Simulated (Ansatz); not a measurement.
Reaction (cleavage of the Al–B bond): `[CH3][GeH2][BH][AlH2]` + `C/C=C/N` → `C/C=C\[NH][AlH2]` + `[BH2][GeH2][CH3]`

Program: Ansatz. Geometries: PBE0-D4/def2-TZVP. ΔE: electronic, gas phase. CCSD(T)/CBS is the MP2 limit (def2-TZVPP, def2-QZVPP) plus CCSD(T) − MP2 in def2-TZVPP, frozen cores. Double bonds are as drawn, so ΔE can hold a change between cis and trans. DFT in def2-TZVPP. For Ge outer-core shells are correlated without core-valence functions, which leaves a few kJ/mol of doubt a bond. Scalar relativity is left out up to krypton. Each species was taken in one conformer, which may not be the lowest.

Is it downhill or uphill in electronic energy at CCSD(T)/CBS, and by how much? (Best estimate.)

Ansatz gave: Downhill: ΔE = -28.9 kcal/mol.

What do these levels give: PBE-D4, B2PLYP, PBE, CCSD/def2-TZVPP, SCS-MP2/def2-QZVPP, MP2/CBS(def2)? (An estimate is asked.)

The calculation gave: PBE-D4 -25.1, B2PLYP -29.9, PBE -24.7, CCSD/def2-TZVPP -29.0, SCS-MP2/def2-QZVPP -31.3, MP2/CBS(def2) -31.6 kcal/mol.

Largest T1 diagnostic among the species: 0.012.

The D4 term adds −0.8 kcal/mol with B3LYP and −0.4 kcal/mol with PBE0; it sums over pairs of atoms, weighted by their polarisabilities, and B3LYP, whose exchange is more repulsive, gets the larger term. From PBE to PBE0 (25 % exact exchange), in def2-TZVPP and without D4, ΔE moves by −0.8 kcal/mol.

B3LYP here is the variant with VWN-RPA as its local correlation; programs differ in this.
